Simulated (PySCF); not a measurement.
## Be⁺ (beryllium, charge +1) across methods

[He] 2s1, 2S determinant. All numbers are calculated (PySCF 2.14, the spin-free X2C one-electron Hamiltonian (Gaussian nucleus), in aug-cc-pVDZ-DK (4s3p2d, 23 functions)).

| method | E (hartree) | mean ε 1s α (eV) | mean ε 1s β (eV) | mean ε 2s α (eV) | Σ⟨r²⟩ (bohr²) | ⟨S²⟩ |
| --- | --- | --- | --- | --- | --- | --- |
| r2SCAN | -14.3256 | -120.33 | -120.03 | -14.605 | 6.647 | 0.750 |
| B3LYP | -14.3373 | -123.09 | -122.65 | -15.260 | 6.596 | 0.750 |
| PBE0 | -14.3065 | -123.84 | -123.29 | -15.493 | 6.633 | 0.750 |
| wB97M-V | -14.3289 | -126.94 | -126.37 | -17.069 | 6.765 | 0.750 |
| LDA | -14.1133 | -116.25 | -115.82 | -14.308 | 6.705 | 0.750 |
| BLYP | -14.3296 | -118.41 | -118.08 | -14.327 | 6.593 | 0.750 |
| PBEsol | -14.2046 | -116.96 | -116.56 | -14.358 | 6.662 | 0.750 |
| UHF | -14.27811 | -140.56 | -139.69 | -18.095 | 6.708 | 0.750 |
| PBE | -14.2981 | -118.01 | -117.57 | -14.503 | 6.640 | 0.750 |
